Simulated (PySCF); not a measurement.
C5H10OSi.
Bonds: C1–O2, O2–Si3, Si3–C4, C4–C5, C5–C6 (double), C6–C7, Si3–C7. Hydrogens: H8, H9, H10 on C1; H11 on Si3; H12, H13 on C4; H14 on C5; H15 on C6; H16, H17 on C7.

Computed, not measured: core-valence-separated Tamm–Dancoff BHandHLYP/aug-pcX-1 (pcseg-1 on H, def2-SVPD on Si) in PySCF, non-relativistic, gas phase, PBE0-D3(BJ)/def2-SVP geometry.

Computed oxygen K-edge spectrum, Gaussian lines of 0.4 eV full width, highest printed point 100; it ends one width below the last computed root. No empirical shift is added; at this level the pattern usually sits a few eV under experiment.

```json
{"photon energy (eV)": "532.4", "absorption": "0"}
{"photon energy (eV)": "532.5", "absorption": "2"}
{"photon energy (eV)": "532.6", "absorption": "7"}
{"photon energy (eV)": "532.7", "absorption": "19"}
{"photon energy (eV)": "532.8", "absorption": "34"}
{"photon energy (eV)": "532.9", "absorption": "44"}
{"photon energy (eV)": "533.0", "absorption": "40"}
{"photon energy (eV)": "533.1", "absorption": "26"}
{"photon energy (eV)": "533.2", "absorption": "14"}
{"photon energy (eV)": "533.3", "absorption": "12"}
{"photon energy (eV)": "533.4", "absorption": "23"}
{"photon energy (eV)": "533.5", "absorption": "45"}
{"photon energy (eV)": "533.6", "absorption": "70"}
{"photon energy (eV)": "533.7", "absorption": "90"}
{"photon energy (eV)": "533.8", "absorption": "100"}
{"photon energy (eV)": "533.9", "absorption": "98"}
{"photon energy (eV)": "534.0", "absorption": "80"}
{"photon energy (eV)": "534.1", "absorption": "53"}
{"photon energy (eV)": "534.2", "absorption": "27"}
{"photon energy (eV)": "534.3", "absorption": "11"}
{"photon energy (eV)": "534.4", "absorption": "8"}
{"photon energy (eV)": "534.5", "absorption": "18"}
```

Problem. Assign the maxima to core holes.

Solution. 2 maxima:
- 532.9 eV: O2 (silyl ether oxygen), 532.92 eV, f = 0.009, 100 % of the height at the exact maximum
- 533.8 eV: O2 (silyl ether oxygen), 533.97 eV, f = 0.012, 44 % of the height at the exact maximum; O2 (silyl ether oxygen), 533.78 eV, f = 0.009, 40 % of the height at the exact maximum; O2 (silyl ether oxygen), 533.61 eV, f = 0.008, 16 % of the height at the exact maximum

Roots within 0.03 eV on the same or equivalent atoms count as one line; shares under 12 % aren't listed.

Vibrational structure and lifetime widths aren't in the curve. The ionisation threshold wasn't computed; near and above it a finite basis only mimics Rydberg series and continuum.

One conformer stands for the species.
